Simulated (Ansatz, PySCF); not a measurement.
Constitutional and geometric isomers with formula CH3BSi. Isolated molecules, 0 K electronic values unless said otherwise. Strings in code marks are SMILES.

Quantity: vertical ionisation energy (energy after one electron is removed minus that of the parent at the parent's geometry), in eV. The restricted reference of `B1=C[SiH2]1` is unstable towards unrestricted orbitals.

Level 1: frozen-core MP2/cc-pVQZ // B3LYP-D3(BJ)/def2-TZVP (Ansatz, a quantum-chemistry and plane-wave program)
Level 2: PBE/6-31G* // B3LYP-D3(BJ)/def2-TZVP (PySCF)
Level 3: minus the HOMO energy of B3LYP-D3(BJ)/def2-TZVP (PySCF)
Level 4: minus the HOMO energy of B3LYP/6-31G* // B3LYP-D3(BJ)/def2-TZVP (PySCF)

```csv
species,level 1,level 2,level 3,level 4
`B1=C[SiH2]1`,9.82,9.23,6.96,6.67
`B1C=[SiH]1`,9.50,9.22,6.88,6.75
`B=C=[SiH2]`,8.89,8.59,6.40,6.17
```
